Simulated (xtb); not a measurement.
HSn, doublet, at a GFN2-xTB geometry (such geometries of metal compounds can be far from the true shape).

The xtb input:
```
$ xtb mol.xyz --gfn 0 --uhf 1 --json

# file mol.xyz
2

Sn    -0.00000000    -0.00000000    -0.03544185
H      0.00000000     0.00000000     1.77209231
```

Q: What does this run give for the partial charges in atom order, total energy?

A: 
```json
{
 "partial_charges_in_atom_order": "Sn1 0.13, H2 -0.13",
 "total_energy": "-2.8360 Eh"
}
```
